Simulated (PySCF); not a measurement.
Working out the ionisation energy of Ni¹³⁺

Ni¹³⁺ [Ne] 3s2 3p3 (4S) → Ni¹⁴⁺ [Ne] 3s2 3p2 (3P). Computed with PySCF 2.14 in an even-tempered Gaussian basis (17 s from 0.93 bohr⁻², ratio 2.5; 11 p from 1.2 bohr⁻², ratio 2.5; 5 d from 6.3 bohr⁻², ratio 2.7; 4 f from 9.5 bohr⁻², ratio 2.7), with no relativity, point nucleus. Frozen: 1s2; the 18 highest virtual orbitals dropped. Energies in hartree (1 hartree = 27.21139 eV):

```csv
part,Ni¹³⁺ (lower),Ni¹⁴⁺ (upper)
UHF,-1431.475277,-1415.849503
CCSD correlation,-0.478379,-0.464731
(T),-0.002442,-0.002590
```

Q: What does Hartree-Fock give?

A: (-1415.849503) − (-1431.475277) = 15.625774 hartree = 425.199 eV.

Q: What do CCSD and CCSD(T) give?

A: The CCSD correlation energies differ by 0.013648 hartree = 0.371 eV and the triples by -0.000148 hartree = -0.004 eV, so CCSD gives 425.570 eV and CCSD(T) 425.566 eV.

A first-order spin-orbit estimate adds -2.014 eV to CCSD(T) (outer shells), giving 423.552 eV against 429.3 ± 0.8 eV (semi-empirical (NIST evaluation); NIST Atomic Spectra Database, ionization energies).

The calculation is non-relativistic.

What remains against the reference includes basis incompleteness, the frozen core and higher excitations.
